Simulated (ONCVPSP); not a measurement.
# u(r) = r·R(r): atom against pseudo-atom (chlorine (Cl))

Columns: radius, all-electron u(r) and pseudo u(r) of the 3p shell (level -8.60 eV) of chlorine in the configuration [Ne] 3s2 3p5; PBE, scalar-relativistic, ONCV scheme, ONCVPSP 4.0.1.

```tsv
r (bohr)	all-electron	pseudo
0.075	-0.1333	0.0057
0.150	-0.2910	0.0229
0.225	-0.3579	0.0512
0.300	-0.3366	0.0900
0.375	-0.2546	0.1381
0.450	-0.1384	0.1936
0.525	-0.0077	0.2539
0.600	0.1239	0.3169
0.675	0.2483	0.3806
0.750	0.3607	0.4436
0.825	0.4589	0.5048
0.900	0.5427	0.5633
0.975	0.6120	0.6176
1.050	0.6675	0.6661
1.125	0.7100	0.7068
1.200	0.7407	0.7383
1.275	0.7611	0.7600
1.350	0.7726	0.7723
1.425	0.7764	0.7764
1.500	0.7739	0.7738
1.575	0.7659	0.7659
1.650	0.7537	0.7536
1.725	0.7379	0.7379
1.800	0.7195	0.7194
1.875	0.6989	0.6989
1.950	0.6768	0.6768
```

(1) How many radial nodes do the two functions have?

(2) At about which radius was the pseudo-wave matched?

(3) Is the pseudo-wave norm-conserving?

Results:

(1) The all-electron 3p function has n − l − 1 = 1; the pseudo-wave has 0, since the states of the same l below it are removed with the core.

(2) 1.50 bohr. The columns agree to 0.0005 from 1.35 bohr on; several derivatives are matched, so the curves merge somewhat inside the radius.

(3) Yes: the ONCV scheme keeps the norm inside the radius equal to the all-electron one, which fixes the energy derivative of the logarithmic derivative at the level.
